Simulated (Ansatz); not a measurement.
```xyz
9

O     0.6500   -1.0639   -1.5384
B     0.3880   -1.4987   -0.3098
S    -0.9946   -0.7622    0.6829
S    -1.6527    0.7512   -0.6061
Ga   -0.0971    1.5631    0.8728
H     0.0475   -0.3322   -1.7841
H     0.9978   -2.3840    0.2044
H    -0.6933    2.1837    2.1657
H     1.3545    1.5429    0.3126
```

The species carries charge 0 and has multiplicity 1.

(1) List the CAM-B3LYP/def2-TZVPP orbital energies in eV (Ansatz). (Best estimate.)

## Answers

(1) Ansatz gave: Occupied: -10140.07, -2421.16, -2420.25, -1251.71, -1109.00, -1108.93, -1108.89, -523.53, -219.16, -218.24, -187.24, -163.75, -163.60, -163.58, -162.88, -162.69, -162.60, -152.03, -105.48, -105.32, -105.20, -30.92, -25.42, -25.30, -25.14, -25.11, -25.05, -24.22, -20.04, -17.71, -15.01, -14.70, -13.97, -12.69, -11.66, -11.33, -11.02, -10.39, -9.08, -8.76. Lowest empty: -0.36, -0.11, 0.49, 1.13, 1.63, 2.54, 2.84, 3.26.
